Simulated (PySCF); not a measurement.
CH7ClGeSi, SMILES [GeH3][CH2][SiH2]Cl. The structure is a stationary point at B3LYP-D3(BJ)/def2-SVP. This is a generated structure with no PubChem entry under its InChIKey; it may be hypothetical. One conformer was computed; it need not be the lowest.

### Question
Give the equilibrium geometry at B3LYP-D3(BJ)/def2-SVP (PySCF confirms it by a frequency run) as Cartesian coordinates in Å. (Estimate from the structure and the level; the computed values follow.)

### Answer
Several could match; the one computed here: 
```xyz
11

Si     1.2413    -1.1474     0.3716
Cl     2.0445     0.7381     0.7791
C     -0.1697    -0.9623    -0.8397
Ge    -1.5052     0.4170    -0.3574
H      0.7590    -1.7192     1.6574
H      2.3395    -1.9926    -0.1715
H     -0.6882    -1.9338    -0.9175
H      0.2246    -0.7204    -1.8401
H     -0.9615     1.8176    -0.6874
H     -1.8223     0.3267     1.1495
H     -2.8001     0.1676    -1.1598
```
Charge 0, spin multiplicity 1.
